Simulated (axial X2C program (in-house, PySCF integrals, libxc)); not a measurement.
The numbers below are computed, except where a source is named.
# PbI⁻: input and output of an EOM-EE-CCSD run

Program: an axial X2C code built on PySCF integrals.

Input and command:
```json
{"zs": [82, 53], "q": -1, "bas": ["dyall-acv3z", "dyall-acv3z"], "r0": 2.77, "eom": "ee", "thr": -1.0, "nmax": 88}
```
```bash
python soeom.py task.json out
```

Keys: zs atomic numbers; q charge; bas basis sets; r0 starting distance in Å; eom kind of EOM run; thr threshold in hartree for freezing inner shells (an s shell follows its p shell); nmax most natural virtual spinors.

Output at R = 3.148 Å (near the PBE0 minimum at charge -1 of the determinant lowest at the starting distance; the state shown can have its own minimum elsewhere), reference PbI⁻:

```
two-component X2C + atomic mean field  HF
basis functions 318  fitting functions 1616  grid points 5806
iter        total energy     max residual
   1     -27995.972291747     1.04e+00
   2     -27996.019344094     1.54e-02
   3     -27996.020392176     2.81e-02
   4     -27996.020654350     4.09e-03
   5     -27996.020673846     8.58e-04
   6     -27996.020676543     5.61e-04
   7     -27996.020677108     7.31e-05
   8     -27996.020677228     6.98e-05
   9     -27996.020677283     4.24e-05
  10     -27996.020677303     7.06e-06
  11     -27996.020677307     6.90e-06
  12     -27996.020677307     3.33e-06
  13     -27996.020677308     2.76e-07
converged
one-electron -39789.80572418  Coulomb 11657.36169424  exact exchange -569.61598038  xc functional 0.00000000  nuclear repulsion 730.56040618  atomic mean-field constant -24.52107317
correlated 12  virtual 374  natural virtual 88  E(MP2) -0.211567010  MP2 remainder -0.035138014
iter   CCSD correlation   residual
   1     -0.194491638   1.34e-01
   2     -0.201785591   6.34e-02
   3     -0.202968098   3.50e-02
   4     -0.203355876   2.27e-02
   5     -0.203536490   1.01e-02
   6     -0.203576967   4.64e-03
   7     -0.203583729   2.10e-03
   8     -0.203599649   1.01e-03
   9     -0.203598825   5.22e-04
  10     -0.203597583   2.76e-04
  11     -0.203596760   1.71e-04
  12     -0.203596547   9.96e-05
  13     -0.203596544   5.21e-05
  14     -0.203596472   2.87e-05
  15     -0.203596271   1.87e-05
  16     -0.203596047   1.21e-05
  17     -0.203595883   7.33e-06
  18     -0.203595796   4.04e-06
  19     -0.203595776   1.97e-06
(T) -0.007466797  T1 0.0182  D1 0.0346  max T2 0.134
EOM-EE-CCSD roots
2*Omega      energy/Eh   energy/eV  one-particle weight
    0       0.05545660      1.5091      0.961
    0       0.05815074      1.5824      0.949
    0       0.09393838      2.5562      0.952
    0       0.09556179      2.6004      0.946
    0       0.09965325      2.7117      0.949
    2       0.02385320      0.6491      0.965
    2       0.06212711      1.6906      0.948
    2       0.09535207      2.5947      0.950
    2       0.10105685      2.7499      0.943
    4       0.04184105      1.1386      0.961
    4       0.10390216      2.8273      0.944
    4       0.13761513      3.7447      0.039
    6       0.14752699      4.0144      0.900
```
T1 in the output is the amplitude norm over the root of the electron number; divide by √2 for the Lee–Taylor value.

Reference electrons by ω block (each with its −ω partner): 1/2: 40, 3/2: 20, 5/2: 7, 7/2: 1. Root energies count from the CCSD energy of the reference. For an anion, roots above electron detachment are held by the basis set. All roots sought are printed; those with a small one-particle weight need a further excitation, are placed far too high, and may in truth lie low or lowest. Inner shells are frozen, and levels at this size can be off by some tenths of an eV.
